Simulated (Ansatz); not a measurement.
Reaction: CH4GeN (SMILES [H]/[C]=[N]/[GeH3], doublet) → CH4GeN (SMILES [N]=[CH][GeH3], doublet)
Each species at its own B3LYP-D3(BJ)/def2-TZVP minimum (Ansatz, a program for electronic structure).

Wanted: isomerisation energy (electronic), in kJ/mol. Radicals and triplets start from unrestricted determinants; spin-orbit coupling is neglected. Cores are frozen in correlated methods (noble-gas shells, and filled d and f shells in the p block). No relativity. CBS(X,Y): correlation extrapolated as X^-3, Hartree-Fock from the larger set. A bracket is a step between two methods taken in the basis named. Double hybrids freeze cores in their MP2 part. The UHF reference of CH4GeN ([H]/[C]=[N]/[GeH3], doublet) is spin-contaminated (<S^2> up to 0.04 over the pure value in the sets run). The UHF reference of CH4GeN ([N]=[CH][GeH3], doublet) is spin-contaminated (<S^2> up to 0.17 over the pure value in the sets run).

CCSD(T)/CBS(cc-pVTZ,cc-pVQZ) + [CCSDT(Q) - CCSD(T)]/cc-pVDZ (Ansatz) gives -11.2 kJ/mol.

**Question.** What does PBE/def2-TZVPD (Ansatz) give here, and how do the other levels compare?

**Answer.** PBE gives -15.0 kJ/mol, 3.8 kJ/mol below it. Differences of the others: B3LYP/def2-TZVPD (Ansatz) -3.8; PBE0/def2-TZVPD (Ansatz) -6.9; wB97M-V/def2-TZVPD (Ansatz) -4.3; B2PLYP/def2-TZVPD (Ansatz) 4.1; CCSD(T)/CBS(cc-pVTZ,cc-pVQZ) (Ansatz) 0.9 kJ/mol.
